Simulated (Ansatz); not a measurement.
Input for Ansatz (an electronic-structure program): R-CCSD(T)/def2-TZVPP on CH6GeTe (SMILES C[Te][GeH3]), a point of a torsion scan. Elements past Kr take the def2 small-core potentials; no spin–orbit coupling. The run froze 24 orbitals, filled d shells among them.

Ansatz 0.2 input:
```yaml
crystal:
  periodic: [false, false, false]
  atoms:
    - {symbol: C, position_ang: [1.71825333, -0.13939810, 0.16070912]}
    - {symbol: Te, position_ang: [0.47627830, 0.88025786, -1.28990827]}
    - {symbol: Ge, position_ang: [-1.63253174, 0.15720352, -0.13901930]}
    - {symbol: H, position_ang: [1.56517272, -1.20900280, 0.10371952]}
    - {symbol: H, position_ang: [2.75126766, 0.08518138, -0.06476462]}
    - {symbol: H, position_ang: [1.48567992, 0.20714096, 1.15958149]}
    - {symbol: H, position_ang: [-1.51951278, 0.21682953, 1.35739936]}
    - {symbol: H, position_ang: [-2.08141968, -1.24970450, -0.42844487]}
    - {symbol: H, position_ang: [-2.79430731, 1.02445648, -0.51132035]}
basis:
  gaussian:
    orbitals: def2-TZVPP
magnetization: {spin_polarized: false}
correlation: {method: ccsd_t, electrons: outside_noble_gas}
scf: {lower_state_search: off}
```

Program output:

```
WARN ansatz: RAYON_NUM_THREADS=1 ignored (pool sized by the plan → 1); use --threads N
Functional definition: HF
these checks for a lower state are left out or cut short: stability, starts, cluster_reference, orbital_swaps, neighbouring_geometries, increment
integrals: 0.96 GiB planned
1431 factors; integrals over basis functions are off by at most 1.1e-3 eV
mean field: 0.78 GiB planned
mean field evaluation 1: about -64863.4228 eV, gradient 2.3e1 eV
mean field evaluation 2: about -64863.5699 eV, gradient 2.3e1 eV
mean field evaluation 4: about -64865.1762 eV, gradient 3.7e0 eV
mean field evaluation 8: about -64865.2143 eV, gradient 1.7e-1 eV
mean field -64865.21447382 eV, -2383.7526646913 hartree, gradient 5.0e-6 eV, S^2 0.000000; 0 other end points of the search recorded, 0 dependent functions left out
24 core orbitals not correlated
reference -64865.21447382 eV, -2383.7526646913 hartree; 10, 10 occupied and 179, 179 virtual orbitals, 1431 factors
second order -11.98136711 eV of doubles, -0.00000000 eV of singles
coupled cluster: 1.20 GiB planned
cycle   1  -12.85261641 eV  change   -8.7e-1 eV  update   8.4e-2
cycle   2  -13.24019342 eV  change   -3.9e-1 eV  update   2.6e-2
cycle   3  -13.29197263 eV  change   -5.2e-2 eV  update   9.5e-3
cycle   4  -13.28925301 eV  change    2.7e-3 eV  update   2.6e-3
cycle   5  -13.28885416 eV  change    4.0e-4 eV  update   8.4e-4
cycle   6  -13.28867659 eV  change    1.8e-4 eV  update   2.8e-4
cycle   7  -13.28866835 eV  change    8.2e-6 eV  update   9.0e-5
cycle   8  -13.28869073 eV  change   -2.2e-5 eV  update   3.5e-5
cycle   9  -13.28868646 eV  change    4.3e-6 eV  update   1.1e-5
perturbative correction -0.51605833 eV, -0.0189647940 hartree
Total energy: -64879.01921862 eV, -2384.2599797055 hartree
Checks for a lower state left out: stability, starts, cluster_reference, orbital_swaps, neighbouring_geometries, increment
```

The run converged.

Cost: about 2.4 core-minutes (a rough figure).
